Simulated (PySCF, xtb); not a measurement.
C3H7BO2, SMILES B(OC=O)(C)C. The values are those of a single conformer.

Harmonic wavenumbers (cm⁻¹) from GFN2-xTB run with xtb at its own minimum, in rising order: 24, 47, 108, 165, 199, 277, 348, 395, 678, 723, 743, 853, 869, 904, 952, 1118, 1166, 1201, 1380, 1382, 1387, 1471, 1478, 1480, 1485, 1789, 2788, 3010, 3022, 3032, 3036, 3052, 3059.

### Question
What does PySCF with B3LYP-D3(BJ)/def2-SVP give at its own minimum? (The exact figures need the calculation; the answer reports its results.)

### Answer
52, 63, 136, 183, 207, 310, 370, 423, 671, 710, 762, 837, 865, 949, 1050, 1156, 1176, 1265, 1328, 1346, 1416, 1421, 1431, 1441, 1446, 1854, 3016, 3024, 3027, 3081, 3098, 3129, 3132. Paired by order, the mean absolute difference is 41 cm⁻¹ and the zero-point energies are 62.4 and 63.4 kcal/mol.
